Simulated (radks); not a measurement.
Results of a calculation; reference values are marked as such.
Neutral krypton inside a hard spherical wall (all orbitals vanish at R), configuration held at [Kr] and not refilled when levels cross. Level of theory: scalar-relativistic Kohn-Sham, PBE, spin-polarised, spherical densities, point nucleus (a radial shooting solver on a logarithmic mesh with Libxc functionals). Eigenvalues in eV for spin up, with the zero of energy where the potential of the charges vanishes at infinity; a dash marks a level that is unbound or too diffuse for the functional's potential to be trusted. A positive occupied level is held by the wall or, in an anion where self-interaction has pushed it up, behind a barrier. The pressure on the wall is -dE/dV.

R (bohr)  E (hartree)  kinetic (hartree)    e(3p)    e(3d)    e(4s)   e(4p)  e(5s, empty)  e(5p, empty)  pressure (GPa)
free      -2790.26526           2854.102  -195.19  -81.401  -23.049  -9.247             -             -               0
10        -2790.26525           2854.102  -195.19  -81.400  -23.048  -9.246        -0.039         1.739        0.000378
7         -2790.26386           2854.116  -195.10  -81.311  -22.975  -9.176         1.625         4.792           0.110
5         -2790.22740           2854.376  -193.94  -80.160  -22.090  -8.267         7.810        13.845            5.92
4         -2790.05682           2855.342  -190.83  -77.066  -19.809  -5.739        19.044        28.150            53.4
3.5       -2789.75733           2856.808  -187.08  -73.357  -17.029  -2.510        31.488        42.875             176
3         -2788.97968           2860.147  -180.22  -66.571  -11.531   4.022        54.777        69.144             636
1.5       -2755.83265           2961.688  -93.399   21.009   126.02  157.44        486.10        509.60           98100
